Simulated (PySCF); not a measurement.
Species: C5H9NO2Si2.
Atom-mapped SMILES: `[O:1]=[C:2]([OH:3])[C:4]1=[CH:5][Si@@H:6]([NH:7][SiH3:8])[CH:9]=[CH:10]1`

Geometry (GFN2-xTB, Å), atoms numbered from 1 in this order:
```
atom  x, y, z in Å
O1    -4.0365   -0.6819    0.5190
C2    -3.2101    0.1718    0.3037
O3    -3.5279    1.4795    0.3235
C4    -1.7884   -0.0808    0.0056
C5    -0.8731    0.8711   -0.2441
Si6    0.7896    0.0399   -0.5907
N7     2.0118    0.5913    0.4985
Si8    3.7206    0.2941    0.4209
C9    -0.0129   -1.6403   -0.2660
C10   -1.3110   -1.4650   -0.0061
H11   -4.4705    1.5789    0.5293
H12   -1.1331    1.9146   -0.2618
H13    1.2589    0.2100   -1.9640
H14    1.6718    0.8936    1.3978
H15    4.1387    0.6461   -0.9333
H16    4.3105    1.1688    1.4336
H17    4.0406   -1.1105    0.6965
H18    0.4326   -2.6207   -0.2942
H19   -2.0214   -2.2512    0.2009
```

NICS is the negative of the GIAO shielding at a point without a nucleus: at the ring centre (0) and 1 Å above and below it (1); zz is the component along the ring normal. Level: GIAO PBE0/pcSseg-1 (PySCF, non-relativistic, gas phase) on the GFN2-xTB geometry, one conformer.

Ring bond lengths (Å), with Mayer bond orders in brackets: C4–C5 1.344 (1.77), C5–Si6 1.891 (0.84), Si6–C9 1.890 (0.85), C9–C10 1.335 (1.86), C10–C4 1.464 (1.06).

Q: Give the NICS values of each ring in ppm.

A: 
```csv
ring,type,NICS(0),"NICS(1), two faces","NICS(1)zz, two faces",rms pucker (Å),"centre to ring atoms, mean (Å)"
C4–C5–Si6–C9–C10,"5-membered ring with Si; formal bonds 2 double, 3 single",2.5,-0.7 / -1.1,4.6 / 4.2,0.01,1.34
```

Q: What do they say, and how far can they be read as aromaticity?

A: 
- C4–C5–Si6–C9–C10: mean NICS(1)zz 4.4 ppm, deshielded. Si6 has four or more neighbours; no verdict on aromaticity is drawn.

Q: What is the mean of the two in-plane components of NICS at the second NICS(1) probe listed for ring C4–C5–Si6–C9–C10, 1 Å off the ring?

A: The isotropic value is a third of the trace: (3 × -1.1 − (4.2))/2 = -3.8 ppm.

Q: Give the inner angles of the rings and the Hirshfeld charges of the ring atoms.

A: 
- C4–C5–Si6–C9–C10: C4 116.5° (-0.014 e), C5 108.8° (-0.125 e), Si6 89.2° (+0.393 e), C9 109.2° (-0.151 e), C10 116.3° (-0.044 e); sum 539.9° against 540° for a flat convex ring.
